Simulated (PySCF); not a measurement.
MOH₃ across group 5

Level: PBE0, basis family def2-TZVP, scalar-relativistic core potentials from Rb on and no relativity for lighter atoms.

Each entry is the lowest minimum that a search over a few typed start shapes (and spin states, where more than one is plausible) found, or that minimum re-optimised at the stated level; isomers with ligand–ligand bonds, or fragments after loss of a ligand pair, can lie lower. Open shells are unrestricted; no spin–orbit coupling; PySCF with density fitting.

| molecule | 2S+1 | point group | mean bond to the central atom (Å) | polar-tensor charge of the central atom | atomisation (kJ/mol) | dipole (D) | lowest ω (cm⁻¹) |
| --- | --- | --- | --- | --- | --- | --- | --- |
| H₃VO | 1 | C3v | 1.604 | 1.38 | 1308 | 1.93 | 594 |
| H₃NbO | ? | ? | ? | ? | ? | ? | ? |
| H₃TaO | 1 | C3v | 1.759 | 1.58 | 1676 | 2.77 | 571 |

Problem. Fill in the row of H₃NbO.

Solution. 2S+1: 1; point group: C3v; mean bond to the central atom (Å): 1.745; polar-tensor charge of the central atom: 1.62; atomisation (kJ/mol): 1550; dipole (D): 2.48; lowest ω (cm⁻¹): 585.

Spin–orbit coupling can matter for H₃TaO.

Left out of the table are members whose search was unfinished or whose lowest solution was spin-contaminated, unstable, very soft or bonded differently.
